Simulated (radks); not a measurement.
The numbers below are computed, except where a source is named.
Question: Mean orbital radii <r> (bohr) of the gallium ion Ga+, [Ar] 3d10 4s2, of relativity; Dirac values are averaged over j with weights 2j + 1. Spin-unpolarised spherical Kohn-Sham, BLYP, point nucleus unless stated (finite: rms radius 3.9973 fm), a radial shooting solver on a logarithmic mesh with Libxc functionals. A level marked "c x" has the speed of light scaled by that factor.

| shell | non-rel. |
|---|---|
| 1s | 0.04943 |
| 2s | 0.2216 |
| 2p | 0.1922 |
| 3s | 0.6627 |
| 3p | 0.6840 |
| 3d | 0.8037 |
| 4s | 2.251 |
| 4p (empty) | 2.878 |

Give the values at the level "Dirac, c x 1.5".

Answer: 
shell       Dirac, c x 1.5  change of magnitude (%)
1s                 0.04906                    -0.74
2s                  0.2198                    -0.79
2p                  0.1915                    -0.36
3s                  0.6579                    -0.73
3p                  0.6818                    -0.31
3d                  0.8058                    +0.26
4s                   2.236                    -0.66
4p (empty)           2.874                    -0.13
